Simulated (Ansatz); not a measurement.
Ansatz (a first-principles code) input (B3LYP/6-31G*):

Ansatz 0.2 input:
```yaml
crystal:
  periodic: [false, false, false]
  atoms:
    - {symbol: Al, position_ang: [-0.00744222, 0.01627948, -0.00956328]}
    - {symbol: F, position_ang: [-1.38682795, -0.85624842, -0.23078035]}
    - {symbol: F, position_ang: [0.05915997, 1.54961420, -0.59358230]}
    - {symbol: O, position_ang: [1.34055723, -0.61699787, 0.79922534]}
    - {symbol: H, position_ang: [1.32130277, -1.51594234, 1.14978379]}
basis:
  gaussian:
    orbitals: 6-31G*
hamiltonian:
  xc: {name: B3LYP}
phonons: {temperatures: {t_min: 298.15, t_max: 298.15, t_step: 100}}
```

Output:

```
Functional definition: B3LYP
integrals: 0.02 GiB planned
608 factors; integrals over basis functions are off by at most 3.8e-4 eV
mean field: 0.18 GiB planned
mean field evaluation 1: about -14090.9971 eV, gradient 7.1e1 eV
mean field evaluation 2: about -14072.8435 eV, gradient 1.2e2 eV
mean field evaluation 4: about -14099.0273 eV, gradient 6.7e0 eV
mean field evaluation 8: about -14099.1020 eV, gradient 3.1e-2 eV
mean field -14099.10196959 eV, -518.1324406679 hartree, gradient 2.0e-5 eV, S^2 0.000000; 0 other end points of the search recorded, 0 dependent functions left out
the calculation of the forces begins
reference -14099.10220618 eV, -518.1324493623 hartree; 20, 20 occupied and 46, 46 virtual orbitals, 608 factors
these checks for a lower state are left out or cut short: stability, starts, cluster_reference, orbital_swaps, neighbouring_geometries, increment
integrals: 0.02 GiB planned
608 factors; integrals over basis functions are off by at most 3.8e-4 eV
mean field: 0.18 GiB planned
mean field evaluation 16: about -14099.0920 eV, gradient 1.6e-1 eV
mean field -14099.10182437 eV, -518.1324353310 hartree, gradient 9.4e-7 eV, S^2 0.000000; 0 other end points of the search recorded, 0 dependent functions left out
the calculation of the forces begins
reference -14099.10206098 eV, -518.1324440264 hartree; 20, 20 occupied and 46, 46 virtual orbitals, 608 factors
these checks for a lower state are left out or cut short: stability, starts, cluster_reference, orbital_swaps, neighbouring_geometries, increment
integrals: 0.02 GiB planned
608 factors; integrals over basis functions are off by at most 3.8e-4 eV
mean field: 0.18 GiB planned
mean field -14099.10181415 eV, -518.1324349556 hartree, gradient 1.6e-6 eV, S^2 0.000000; 0 other end points of the search recorded, 0 dependent functions left out
the calculation of the forces begins
reference -14099.10205071 eV, -518.1324436490 hartree; 20, 20 occupied and 46, 46 virtual orbitals, 608 factors
these checks for a lower state are left out or cut short: stability, starts, cluster_reference, orbital_swaps, neighbouring_geometries, increment
integrals: 0.02 GiB planned
608 factors; integrals over basis functions are off by at most 3.8e-4 eV
mean field: 0.18 GiB planned
mean field evaluation 32: about -14099.1019 eV, gradient 4.7e-5 eV
mean field -14099.10187718 eV, -518.1324372717 hartree, gradient 1.9e-6 eV, S^2 0.000000; 0 other end points of the search recorded, 0 dependent functions left out
the calculation of the forces begins
reference -14099.10211375 eV, -518.1324459658 hartree; 20, 20 occupied and 46, 46 virtual orbitals, 608 factors
these checks for a lower state are left out or cut short: stability, starts, cluster_reference, orbital_swaps, neighbouring_geometries, increment
integrals: 0.02 GiB planned
608 factors; integrals over basis functions are off by at most 3.8e-4 eV
mean field: 0.18 GiB planned
mean field -14099.10188430 eV, -518.1324375335 hartree, gradient 2.2e-6 eV, S^2 0.000000; 0 other end points of the search recorded, 0 dependent functions left out
the calculation of the forces begins
reference -14099.10212090 eV, -518.1324462282 hartree; 20, 20 occupied and 46, 46 virtual orbitals, 608 factors
these checks for a lower state are left out or cut short: stability, starts, cluster_reference, orbital_swaps, neighbouring_geometries, increment
integrals: 0.02 GiB planned
608 factors; integrals over basis functions are off by at most 3.8e-4 eV
mean field: 0.18 GiB planned
mean field -14099.10189900 eV, -518.1324380736 hartree, gradient 1.2e-6 eV, S^2 0.000000; 0 other end points of the search recorded, 0 dependent functions left out
the calculation of the forces begins
reference -14099.10213556 eV, -518.1324467672 hartree; 20, 20 occupied and 46, 46 virtual orbitals, 608 factors
these checks for a lower state are left out or cut short: stability, starts, cluster_reference, orbital_swaps, neighbouring_geometries, increment
integrals: 0.02 GiB planned
608 factors; integrals over basis functions are off by at most 3.8e-4 eV
mean field: 0.18 GiB planned
mean field -14099.10189870 eV, -518.1324380627 hartree, gradient 1.3e-6 eV, S^2 0.000000; 0 other end points of the search recorded, 0 dependent functions left out
the calculation of the forces begins
reference -14099.10213531 eV, -518.1324467579 hartree; 20, 20 occupied and 46, 46 virtual orbitals, 608 factors
these checks for a lower state are left out or cut short: stability, starts, cluster_reference, orbital_swaps, neighbouring_geometries, increment
integrals: 0.02 GiB planned
608 factors; integrals over basis functions are off by at most 3.8e-4 eV
mean field: 0.18 GiB planned
mean field -14099.10195058 eV, -518.1324399693 hartree, gradient 2.3e-6 eV, S^2 0.000000; 0 other end points of the search recorded, 0 dependent functions left out
[...]
608 factors; integrals over basis functions are off by at most 3.8e-4 eV
mean field: 0.18 GiB planned
mean field evaluation 64: about -14099.1020 eV, gradient 2.1e-5 eV
mean field -14099.10195021 eV, -518.1324399558 hartree, gradient 1.1e-6 eV, S^2 0.000000; 0 other end points of the search recorded, 0 dependent functions left out
the calculation of the forces begins
reference -14099.10218681 eV, -518.1324486505 hartree; 20, 20 occupied and 46, 46 virtual orbitals, 608 factors
these checks for a lower state are left out or cut short: stability, starts, cluster_reference, orbital_swaps, neighbouring_geometries, increment
integrals: 0.02 GiB planned
608 factors; integrals over basis functions are off by at most 3.8e-4 eV
mean field: 0.18 GiB planned
mean field -14099.10196081 eV, -518.1324403452 hartree, gradient 2.0e-6 eV, S^2 0.000000; 0 other end points of the search recorded, 0 dependent functions left out
the calculation of the forces begins
reference -14099.10219740 eV, -518.1324490396 hartree; 20, 20 occupied and 46, 46 virtual orbitals, 608 factors
these checks for a lower state are left out or cut short: stability, starts, cluster_reference, orbital_swaps, neighbouring_geometries, increment
integrals: 0.02 GiB planned
608 factors; integrals over basis functions are off by at most 3.8e-4 eV
mean field: 0.18 GiB planned
mean field -14099.10196343 eV, -518.1324404416 hartree, gradient 1.8e-6 eV, S^2 0.000000; 0 other end points of the search recorded, 0 dependent functions left out
the calculation of the forces begins
reference -14099.10220002 eV, -518.1324491360 hartree; 20, 20 occupied and 46, 46 virtual orbitals, 608 factors
these checks for a lower state are left out or cut short: stability, starts, cluster_reference, orbital_swaps, neighbouring_geometries, increment
integrals: 0.02 GiB planned
608 factors; integrals over basis functions are off by at most 3.8e-4 eV
mean field: 0.18 GiB planned
mean field -14099.10192019 eV, -518.1324388526 hartree, gradient 9.0e-7 eV, S^2 0.000000; 0 other end points of the search recorded, 0 dependent functions left out
the calculation of the forces begins
reference -14099.10215679 eV, -518.1324475474 hartree; 20, 20 occupied and 46, 46 virtual orbitals, 608 factors
these checks for a lower state are left out or cut short: stability, starts, cluster_reference, orbital_swaps, neighbouring_geometries, increment
integrals: 0.02 GiB planned
608 factors; integrals over basis functions are off by at most 3.8e-4 eV
mean field: 0.18 GiB planned
mean field -14099.10191457 eV, -518.1324386459 hartree, gradient 1.1e-6 eV, S^2 0.000000; 0 other end points of the search recorded, 0 dependent functions left out
the calculation of the forces begins
reference -14099.10215114 eV, -518.1324473398 hartree; 20, 20 occupied and 46, 46 virtual orbitals, 608 factors
these checks for a lower state are left out or cut short: stability, starts, cluster_reference, orbital_swaps, neighbouring_geometries, increment
integrals: 0.02 GiB planned
608 factors; integrals over basis functions are off by at most 3.8e-4 eV
mean field: 0.18 GiB planned
mean field evaluation 96: about -14099.1019 eV, gradient 5.5e-5 eV
mean field -14099.10188723 eV, -518.1324376413 hartree, gradient 1.4e-6 eV, S^2 0.000000; 0 other end points of the search recorded, 0 dependent functions left out
the calculation of the forces begins
reference -14099.10212382 eV, -518.1324463357 hartree; 20, 20 occupied and 46, 46 virtual orbitals, 608 factors
these checks for a lower state are left out or cut short: stability, starts, cluster_reference, orbital_swaps, neighbouring_geometries, increment
integrals: 0.02 GiB planned
608 factors; integrals over basis functions are off by at most 3.8e-4 eV
mean field: 0.18 GiB planned
mean field -14099.10189604 eV, -518.1324379651 hartree, gradient 3.0e-6 eV, S^2 0.000000; 0 other end points of the search recorded, 0 dependent functions left out
the calculation of the forces begins
reference -14099.10213263 eV, -518.1324466595 hartree; 20, 20 occupied and 46, 46 virtual orbitals, 608 factors
these checks for a lower state are left out or cut short: stability, starts, cluster_reference, orbital_swaps, neighbouring_geometries, increment
integrals: 0.02 GiB planned
608 factors; integrals over basis functions are off by at most 3.8e-4 eV
mean field: 0.18 GiB planned
mean field -14099.10188064 eV, -518.1324373992 hartree, gradient 1.9e-6 eV, S^2 0.000000; 0 other end points of the search recorded, 0 dependent functions left out
the calculation of the forces begins
reference -14099.10211722 eV, -518.1324460933 hartree; 20, 20 occupied and 46, 46 virtual orbitals, 608 factors
these checks for a lower state are left out or cut short: stability, starts, cluster_reference, orbital_swaps, neighbouring_geometries, increment
integrals: 0.02 GiB planned
608 factors; integrals over basis functions are off by at most 3.8e-4 eV
mean field: 0.18 GiB planned
mean field -14099.10187458 eV, -518.1324371763 hartree, gradient 2.3e-6 eV, S^2 0.000000; 0 other end points of the search recorded, 0 dependent functions left out
the calculation of the forces begins
reference -14099.10211117 eV, -518.1324458710 hartree; 20, 20 occupied and 46, 46 virtual orbitals, 608 factors
these checks for a lower state are left out or cut short: stability, starts, cluster_reference, orbital_swaps, neighbouring_geometries, increment
integrals: 0.02 GiB planned
608 factors; integrals over basis functions are off by at most 3.8e-4 eV
mean field: 0.18 GiB planned
mean field -14099.10196169 eV, -518.1324403775 hartree, gradient 3.0e-6 eV, S^2 0.000000; 0 other end points of the search recorded, 0 dependent functions left out
the calculation of the forces begins
reference -14099.10219827 eV, -518.1324490717 hartree; 20, 20 occupied and 46, 46 virtual orbitals, 608 factors
these checks for a lower state are left out or cut short: stability, starts, cluster_reference, orbital_swaps, neighbouring_geometries, increment
integrals: 0.02 GiB planned
608 factors; integrals over basis functions are off by at most 3.8e-4 eV
mean field: 0.18 GiB planned
mean field evaluation 128: about -14099.1019 eV, gradient 7.6e-2 eV
mean field -14099.10196081 eV, -518.1324403450 hartree, gradient 1.1e-6 eV, S^2 0.000000; 0 other end points of the search recorded, 0 dependent functions left out
the calculation of the forces begins
reference -14099.10219740 eV, -518.1324490396 hartree; 20, 20 occupied and 46, 46 virtual orbitals, 608 factors
these checks for a lower state are left out or cut short: stability, starts, cluster_reference, orbital_swaps, neighbouring_geometries, increment
integrals: 0.02 GiB planned
608 factors; integrals over basis functions are off by at most 3.8e-4 eV
mean field: 0.18 GiB planned
mean field -14099.10188759 eV, -518.1324376543 hartree, gradient 2.0e-6 eV, S^2 0.000000; 0 other end points of the search recorded, 0 dependent functions left out
the calculation of the forces begins
reference -14099.10212419 eV, -518.1324463492 hartree; 20, 20 occupied and 46, 46 virtual orbitals, 608 factors
these checks for a lower state are left out or cut short: stability, starts, cluster_reference, orbital_swaps, neighbouring_geometries, increment
integrals: 0.02 GiB planned
608 factors; integrals over basis functions are off by at most 3.8e-4 eV
mean field: 0.18 GiB planned
mean field -14099.10189252 eV, -518.1324378354 hartree, gradient 9.4e-7 eV, S^2 0.000000; 0 other end points of the search recorded, 0 dependent functions left out
the calculation of the forces begins
reference -14099.10212909 eV, -518.1324465293 hartree; 20, 20 occupied and 46, 46 virtual orbitals, 608 factors
Total energy: -14099.10220618 eV, -518.1324493623 hartree
Atom 0 at    -0.007442     0.016279    -0.009563 Å, force     0.001664    -0.001816     0.001411 eV/Å
Atom 1 at    -1.386828    -0.856248    -0.230780 Å, force     0.000145     0.000088     0.000025 eV/Å
Atom 2 at     0.059160     1.549614    -0.593582 Å, force    -0.000288     0.001438    -0.000692 eV/Å
Atom 3 at     1.340557    -0.616998     0.799225 Å, force    -0.001530     0.001500    -0.001230 eV/Å
Atom 4 at     1.321303    -1.515942     1.149784 Å, force     0.000008    -0.001209     0.000486 eV/Å
Dipole moment:     0.067056    -0.367353     0.174172 e Å
Vibrations: 237.89 260.57 290.41 333.29 669.36 710.22 960.34 982.80 3845.61 cm⁻¹, zero-point energy 0.513945 eV
```

The blocks after the first are displaced geometries, from whose forces the wavenumbers follow.
